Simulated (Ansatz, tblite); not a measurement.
Cost and result up the ladder for HgH2 (3 atoms). Charge 0, multiplicity 1. Geometry: r2SCAN-D4/def2-TZVP.

```xyz
3

Hg    0.0001   -0.0001   -0.0001
H    -1.0865   -1.1753   -0.3846
H     1.0864    1.1753    0.3847
```

Ansatz on 4 threads of Intel Xeon on a shared host; xTB runs through tblite on one thread. Times are rough, summed over both states, and most runs start from the orbitals of an earlier one. CCSD(T)/def2-TZVPP serves as the yardstick here, not as an exact answer. The other state is a doublet.

In the def2 sets Hg takes a core potential; there is no spin–orbit coupling. The xTB rows come from tblite. Correlated methods freeze no core orbitals; core or outer-core shells of Hg are correlated, in sets that lack core-valence functions.

Raw xTB energies of ions are shifted by several eV.

| level | functions | vertical IE (eV) | difference from CCSD(T)/def2-TZVPP (eV) |
| --- | --- | --- | --- |
| CCSD(T)/def2-TZVPP | 87 | 10.66 | 0.00 |
| GFN1-xTB | 8 | 16.07 | 5.41 |
| PBE-D4/def2-TZVP | 55 | 10.55 | -0.11 |
| r2SCAN-D4/def2-TZVP | 55 | 10.58 | -0.07 |
| GFN2-xTB | 6 | 15.74 | 5.09 |
| PBE0-D4/def2-TZVP | 55 | 10.62 | -0.04 |

Q: Estimate how long each takes.

A: GFN2-xTB 0.004 s; GFN1-xTB 0.006 s; PBE-D4/def2-TZVP 2.1 s; PBE0-D4/def2-TZVP 3 s; r2SCAN-D4/def2-TZVP 3.6 s; CCSD(T)/def2-TZVPP 9.7 s. On shared hardware such times vary by a factor of up to 3.
